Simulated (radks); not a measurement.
Nb23+, 18 electrons, occupied as [Ar]. All-electron calculation, non-relativistic Kohn-Sham, LB94 model potential, spin-polarised, spherical densities, point nucleus; relativity is left out, which matters for an element this heavy. Program: a radial shooting solver on a logarithmic mesh with Libxc functionals.

Unscreened Slater integrals over Kohn-Sham orbitals (eV). They are taken over the spin-up orbitals. Empty in this configuration: 3d.

| integral | value |
|---|---|
| F0(3p,3p) | 61.974 |
| F2(3p,3p) | 31.330 |
| F0(3p,3s) | 60.736 |
| G1(3p,3s) | 39.467 |
| F0(3p,2p) | 82.259 |
| F2(3p,2p) | 20.086 |
| G0(3p,2p) | 7.8742 |
| G2(3p,2p) | 8.6190 |
| F0(3p,2s) | 79.734 |
| G1(3p,2s) | 6.2708 |
| F0(3p,3d) | 65.128 |
| F2(3p,3d) | 31.357 |
| G1(3p,3d) | 33.798 |
| G3(3p,3d) | 22.463 |
| F0(3s,3s) | 59.725 |
| F0(3s,2p) | 78.459 |
| G1(3s,2p) | 7.6642 |
| F0(3s,2s) | 76.704 |
| G0(3s,2s) | 6.0711 |
| F0(3s,3d) | 63.685 |
| G2(3s,3d) | 24.834 |
| F0(2p,2p) | 179.42 |
| F2(2p,2p) | 85.547 |
| F0(2p,2s) | 162.96 |
| G1(2p,2s) | 92.084 |
| F0(2p,3d) | 89.824 |
| F2(2p,3d) | 26.473 |
| G1(2p,3d) | 24.294 |
| G3(2p,3d) | 14.010 |
| F0(2s,2s) | 152.62 |
| F0(2s,3d) | 88.569 |
| G2(2s,3d) | 23.255 |
| F0(3d,3d) | 70.410 |
| F2(3d,3d) | 36.086 |
| F4(3d,3d) | 23.262 |
